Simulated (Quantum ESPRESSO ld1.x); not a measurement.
The numbers below are computed, except where a source is named.
All-electron atom: Zn+ in [Ar] 3d10 4s1 (the NIST ground configuration).

Level of theory: Dirac Kohn-Sham, BLYP, spin-unpolarised, spherical densities, point nucleus (ld1.x of Quantum ESPRESSO 7.5).

Energy parts (Ry):
total: -3592.189
kinetic: 3659.128
electron-nucleus: -8645.108
Hartree: 1537.260
exchange-correlation: -143.469

Orbitals (lengths in bohr, moments of r in powers of bohr; r(max) is where P^2 peaks; r(90%) holds 90 % of the orbital's charge):
\begin{tabular}{lrrrrr}
orbital & occ. & eigenvalue (Ry) & <r^2> & r(90%) & r(max) \\ \hline
1s1/2 & 2 & -700.856 & 0.003404 & 0.0899 & 0.03291 \\
2s1/2 & 2 & -85.8225 & 0.06032 & 0.350 & 0.1893 \\
2p1/2 & 2 & -75.6826 & 0.04716 & 0.321 & 0.1501 \\
2p3/2 & 4 & -73.9262 & 0.04869 & 0.326 & 0.1529 \\
3s1/2 & 2 & -10.1902 & 0.5367 & 1.02 & 0.5881 \\
3p1/2 & 2 & -6.98227 & 0.5900 & 1.09 & 0.5865 \\
3p3/2 & 4 & -6.75660 & 0.6084 & 1.11 & 0.5948 \\
3d3/2 & 4 & -1.46591 & 1.071 & 1.57 & 0.5636 \\
3d5/2 & 6 & -1.43947 & 1.090 & 1.59 & 0.5666 \\
4s1/2 & 1 & -1.03823 & 6.634 & 3.62 & 1.984 \\
\end{tabular}

The highest occupied level is 4s1/2 at -14.126 eV. Summed over all electrons, <r^2> = 22.56 bohr^2, which gives a Langevin (diamagnetic) susceptibility term of -17.9 x 10^-6 cm^3/mol. The density falls to 0.001 e/bohr^3 at r = 3.63 bohr. For comparison, the ionisation energy in NIST's Atomic Spectra Database is 17.964 eV (measured). In exact Kohn-Sham theory the highest level is minus the ionisation energy, but local and semilocal functionals leave it too shallow, through self-interaction and a potential that decays too fast; potentials with the right tail come closer.

Beside tabulated values, note that spin-unpolarised runs miss the spin-polarisation part of the exchange energy of open shells.
